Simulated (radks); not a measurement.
The cobalt anion Co- inside a hard spherical wall (all orbitals vanish at R), configuration held at [Ar] 3d8 4s2 and not refilled when levels cross. Calculated with a radial shooting solver on a logarithmic mesh with Libxc functionals: scalar-relativistic Kohn-Sham, PBE, spin-polarised, spherical densities, point nucleus; open shells are filled with parallel spins first. Eigenvalues in eV for spin up, with the zero of energy where the potential of the charges vanishes at infinity; a dash marks a level that is unbound or too diffuse for the functional's potential to be trusted. A positive occupied level is held by the wall or, in an anion where self-interaction has pushed it up, behind a barrier. The pressure on the wall is -dE/dV.

R (bohr)  E (hartree)  kinetic (hartree)    e(3s)    e(3p)   e(3d)   e(4s)  e(5s, empty)  e(4p, empty)  pressure (GPa)
20        -1393.28149           1411.249  -93.297  -56.613   0.347   0.524             -             -         0.00135
15        -1393.28038           1411.247  -92.900  -56.220   0.713   0.735         3.076         2.887         0.00336
8         -1393.25870           1411.330  -91.558  -54.875   2.024   1.791         9.107         5.205           0.523
7         -1393.23729           1411.409  -90.821  -54.137   2.736   2.437        12.262         6.267            1.48
4         -1392.71421           1413.070  -82.570  -45.963  10.483  11.457        49.333        18.664            88.4
3.5       -1392.28688           1414.348  -78.372  -41.851  14.456  17.206        70.149        25.915             225
3         -1391.41028           1416.920  -71.779  -35.422  20.893  27.853        105.74        38.841             658
2.5       -1389.38831           1422.851  -60.784  -24.666  32.292  49.959        172.17        64.452            2330
2         -1383.81623           1439.338  -40.049   -3.781  55.699  103.53        312.61        122.83           11000
1.5       -1363.98349           1494.956   10.384   49.231  114.90  261.67        669.62        283.61           78300
